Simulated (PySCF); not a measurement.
Work out the structure from these simulated measurements.

Formula: C7H9OP.

- Rotational structure: rotational constants A, B, C: 1.777, 0.927, 0.729 GHz [GFN2-xTB]
- Dipole: 4.07 D [PBE0/pcSseg-1]
- NMR, other nuclei: isotropic shieldings of nuclei other than C and H, by class: 270 (1 O), 350 (1 P) ppm [GIAO PBE0/pcSseg-1]
- 1H NMR: chemical shifts (computed TMS as zero) by class: 6.74 (2 H), 6.47 (2 H), 6.27 (2 H), 2.10 (3 H) ppm [GIAO PBE0/pcSseg-1]
- 13C NMR: chemical shifts (computed TMS as zero) by class: 141.8 (2 C), 140.5 (2 C), 107.6 (1 C), 82.3 (1 C), 5.4 (1 C) ppm [GIAO PBE0/pcSseg-1]

Electronic properties: PySCF, gas phase, density fitting. Levels stand in brackets. Geometry: GFN2-xTB, one conformer, isolated molecule. GFN2-xTB frequencies show an imaginary mode (20i cm⁻¹), so this geometry is no minimum at that level. Each NMR value is the plain mean over a class of atoms that symmetry, rotation or inversion makes alike.

Task: Give a SMILES that accounts for the data.

Result: Numbering: `[CH2:1]=[CH:2][P:3](=[O:4])([C:5]#[C:6][CH3:7])[CH:8]=[CH2:9]`. 7 carbons fall into 5 classes; from least to most shielded: alkene CH carbon [C2/C8] (141.8 ppm, 2 C), terminal =CH2 carbon [C1/C9] (140.5 ppm, 2 C), alkyne carbon [C6] (107.6 ppm), alkyne carbon [C5] (82.3 ppm), propargylic carbon [C7] (5.4 ppm). Hydrogen classes from least to most shielded: 2 H on 2 terminal =CH2 carbons, C1/C9 (6.74 ppm), 2 H on 2 terminal =CH2 carbons, C1/C9 (6.47 ppm), 2 H on 2 alkene CH carbons, C2/C8 (6.27 ppm), 3 H on a propargylic carbon, C7 (2.10 ppm). The other shieldings belong to: 270 ppm, phosphoryl oxygen [O4]; 350 ppm, phosphoryl phosphorus [P3]. By its constants the optimised geometry is an asymmetric top. Structure: `C=CP(=O)(C#CC)C=C`. Computed isomers that give other values at the same levels: `C[P@@H](=O)c1ccccc1` (13C chemical shifts (computed TMS as zero) by class: 140.0 (1 C), 137.3 (1 C), 135.2 (2 C), 133.9 (2 C), 21.8 (1 C) ppm); `COc1ccc(C)cp1` (13C chemical shifts (computed TMS as zero) by class: 203.3 (1 C), 159.0 (1 C), 141.3 (1 C), 137.8 (1 C), 128.1 (1 C), 59.9 (1 C), 26.9 (1 C) ppm); `Cc1cpc(C2CC2)o1` (13C chemical shifts (computed TMS as zero) by class: 217.8 (1 C), 161.0 (1 C), 126.1 (1 C), 21.6 (2 C), 19.6 (1 C), 17.7 (1 C) ppm). The assignments are read from this structure; whether some other isomer fits the data as well wasn't checked.

Shape of the structure used: `[CH2:1]=[CH:2][P:3](=[O:4])([C:5]#[C:6][CH3:7])[CH:8]=[CH2:9]`: C1–C2–P3–O4 -3°, C2–P3–C8–C9 -123°.
